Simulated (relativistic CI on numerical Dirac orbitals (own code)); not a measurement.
**Spin-allowed bands of a d3 ion in a tetrahedral site, by hand**

Problem. Take Δ = 7950 cm⁻¹ and B = 970 cm⁻¹ for a d3 ion in a tetrahedral site. Calculate the three spin-allowed bands.

Working.
1. The terms of highest spin are 4F (energy 0) and 4P (15B = 14550 cm⁻¹). Here the F term splits into A2 at +1.2Δ = 9540, T2 at +0.2Δ = 1590 and T1 at −0.6Δ = -4770 cm⁻¹.
2. The two T1 states mix through the element 0.4Δ: H = [[-4770, 3180], [3180, 14550]], with roots ½(H₁₁ + H₂₂) ∓ ½√[(H₂₂ − H₁₁)² + 4H₁₂²] = ½(9780) ∓ ½(20340) = -5280 and 15060 cm⁻¹.
3. The ground term is 4T1 at -5280 cm⁻¹.
4. Bands: 4T2 6870 cm⁻¹ (1456 nm), 4A2 14820 cm⁻¹ (675 nm), 4T1(P) 20340 cm⁻¹ (492 nm).

Check. Exact diagonalisation of the whole d3 shell with these parameters gives 4T2 6870, 4A2 14820, 4T1 20340 cm⁻¹. The match is exact, since without spin-orbit coupling no other term has this spin. The ratio of the second band to the first, 2.157, depends on Δ/B = 8.2 alone, which is how a Tanabe-Sugano diagram is read.
